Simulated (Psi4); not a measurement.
A dimer, C3H10Si ··· H2S (SMILES C[SiH](C)C and S); the first 14 atoms form monomer A.

```
17

Si     0.0565     0.2164     0.4465
C     -0.9180     1.3803    -0.6760
C      1.7629    -0.1170    -0.2892
C     -0.8822    -1.4064     0.6701
H      0.2258     0.8656     1.7860
H     -1.0631     0.9307    -1.6726
H     -1.9137     1.5994    -0.2570
H     -0.3911     2.3388    -0.8121
H      2.3537    -0.7856     0.3579
H      1.6744    -0.5968    -1.2784
H      2.3325     0.8178    -0.4178
H     -1.0245    -1.9115    -0.3000
H     -1.8780    -1.2349     1.1101
H     -0.3351    -2.0968     1.3325
S     -3.0124     1.2298     2.6504
H     -2.0879     0.3950     3.1514
H     -2.0831     2.1036     2.2316
```

Problem. What interaction energy does SAPT0/jun-cc-pVDZ, frozen core (Psi4 1.11) give, and which attractive term is the largest?

Solution. Total -0.33 kcal/mol: electrostatics -2.62, exchange 5.54, induction -0.52, dispersion -2.73. The most attractive term is dispersion.
